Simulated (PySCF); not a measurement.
Converging PbH in the basis (PBE0)

PySCF, UKS reference; doublet, unpaired electrons π ↑; De to H + Pb without counterpoise correction.

```csv
basis,relativity,functions,Re (Å),ωe (cm⁻¹),De (eV),μ (D)
def2-SVP,scalar-relativistic core potentials,31,1.859,1604,2.39,0.99
def2-SVPD,scalar-relativistic core potentials,40,1.858,1599,2.39,1.08
aug-cc-pVDZ/aug-cc-pVDZ-PP,scalar-relativistic core potentials,41,1.859,1594,2.39,1.09
cc-pVTZ/cc-pVTZ-PP,scalar-relativistic core potentials,53,1.854,1611,2.42,1.05
def2-TZVPP,scalar-relativistic core potentials,64,1.847,1611,2.44,1.06
```

Problem. How does each smaller set differ from the one with most functions, def2-TZVPP?

Solution. def2-SVP: +1.2 pm, -0.4 % in ωe, -0.05 eV in De; def2-SVPD: +1.1 pm, -0.7 % in ωe, -0.05 eV in De; aug-cc-pVDZ/aug-cc-pVDZ-PP: +1.2 pm, -1.1 % in ωe, -0.05 eV in De; cc-pVTZ/cc-pVTZ-PP: +0.7 pm, +0.0 % in ωe, -0.02 eV in De. All at PBE0; the set with most functions is neither the basis-set limit nor always the best.

A positive dipole means H(−)Pb(+). These are scalar-relativistic numbers at best; spin–orbit coupling would shift them, the dissociation energy most. The state is the lowest determinant that a PBE0 search found; another state may lie lower at other levels.
